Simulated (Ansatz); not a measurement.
These are frozen-core CCSD(T)/def2-TZVPP // B3LYP-D3(BJ)/def2-TZVP (Ansatz, an electronic-structure program) values and carry that method's errors.

Ansatz 0.2 input:
```yaml
crystal:
  periodic: [false, false, false]
  atoms:
    - { symbol: In, position_ang: [0.000023, -0.000003, -0.000023] }
    - { symbol: H, position_ang: [-1.471496, -0.90963, 0.042392] }
    - { symbol: H, position_ang: [-0.052122, 1.729672, -0.012237] }
    - { symbol: H, position_ang: [1.523595, -0.820038, -0.030133] }
basis:
  gaussian: { orbitals: def2-TZVPP }
correlation:
  method: ccsd_t
```

Output:

```
Functional definition: HF
713 factors; integrals over basis functions are off by at most 6.2e-4 eV
mean field evaluation 1: about -5194.6257 eV, gradient 9.4e0 eV
mean field evaluation 2: about -5194.6257 eV, gradient 9.3e0 eV
mean field evaluation 4: about -5195.0311 eV, gradient 1.3e0 eV
mean field evaluation 8: about -5195.0344 eV, gradient 1.9e-4 eV
mean field -5195.03440827 eV, -190.9139931830 hartree, gradient 1.8e-6 eV, S^2 0.000000; 0 other end points of the search recorded, 0 dependent functions left out
4 core orbitals not correlated
reference -5195.03440827 eV, -190.9139931830 hartree; 8, 8 occupied and 80, 80 virtual orbitals, 713 factors
second order -8.27346738 eV of doubles, -0.00000000 eV of singles
cycle   1  -8.33506579 eV  change   -6.2e-2 eV  update   7.5e-2
cycle   2  -8.60885430 eV  change   -2.7e-1 eV  update   2.3e-2
cycle   3  -8.64078132 eV  change   -3.2e-2 eV  update   9.7e-3
cycle   4  -8.63752685 eV  change    3.3e-3 eV  update   2.4e-3
cycle   5  -8.63728862 eV  change    2.4e-4 eV  update   5.5e-4
cycle   6  -8.63719676 eV  change    9.2e-5 eV  update   1.7e-4
cycle   7  -8.63719127 eV  change    5.5e-6 eV  update   4.1e-5
cycle   8  -8.63721087 eV  change   -2.0e-5 eV  update   1.3e-5
perturbative correction -0.20041424 eV, -0.0073650874 hartree
Total energy: -5203.87203337 eV, -191.2387699152 hartree
```

Cost: roughly 6 core-seconds.
